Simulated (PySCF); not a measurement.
BH3N, SMILES B[NH], multiplicity 2. Atoms are numbered in the order given.

```xyz
5

B     -0.0142    -0.6876     0.0000
N      0.0590     0.6368     0.0000
H      0.9685    -1.3999     0.0000
H     -1.1104    -1.2300     0.0000
H     -0.1999     1.6102     0.0000
```
Charge 0, spin multiplicity 2.

Geometry optimised at PBE-D3(BJ)/def2-TZVP. The isomer is the one that the SMILES or the coordinates give; other isomers of the formula were not compared.

The numbers are results of PySCF with PBE-D3(BJ)/def2-TZVP, not measurements.

Frequencies are harmonic and unscaled.

Problem. Give all harmonic wavenumbers and intensities. (Estimate from the structure and the level; the computed values follow.)

Solution. 
| mode | ν (cm⁻¹) | IR (km/mol) | moving atoms (share of kinetic energy) |
|---|---|---|---|
| 1 | 237 | 141.7 | H 80 %, N 16 % |
| 2 | 313 | 84.5 | H 93 % |
| 3 | 707 | 22.7 | H 64 %, B 22 %, N 14 % |
| 4 | 852 | 1.6 | H 74 %, B 26 % |
| 5 | 997 | 9.1 | H 95 % |
| 6 | 1411 | 0.4 | B 54 %, N 39 % |
| 7 | 2370 | 7.0 | H 94 % |
| 8 | 2456 | 21.4 | H 91 %, B 9 % |
| 9 | 3677 | 112.0 | H 92 % |
